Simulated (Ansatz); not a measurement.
```yaml
crystal:
  periodic: [false, false, false]
  atoms:
    - {symbol: B, position_ang: [-1.081999, 0.082021, -0.679460]}
    - {symbol: O, position_ang: [0.186969, 0.523617, -0.959917]}
    - {symbol: Si, position_ang: [0.840556, -0.062007, 0.472434]}
    - {symbol: S, position_ang: [-1.105556, -0.768609, 0.959530]}
    - {symbol: H, position_ang: [-2.021085, 0.231349, -1.395353]}
    - {symbol: H, position_ang: [1.372835, 1.023587, 1.325563]}
    - {symbol: H, position_ang: [1.869380, -1.097958, 0.231603]}
basis:
  gaussian: {orbitals: "6-31++G**"}
total_charge: -1
magnetization: {spin_polarized: true, initial_magnetization: 2}
hamiltonian: {xc: {name: PBE-QIDH}}
accuracy: high
scf: {lower_state_search: full}
```

```sh
$ ansatz run in.yaml --threads 2 --pin off --events-out ev --progress --plain --max-ram 4352MiB
```

Shortened log:

```
Error: a molecule whose nuclei and cores have a total charge of 46 cannot have a net charge of -1 together with 2 unpaired electrons
```

What is wrong with this run?

The number of unpaired electrons doesn't fit the electron count. The input was rejected before any iteration.
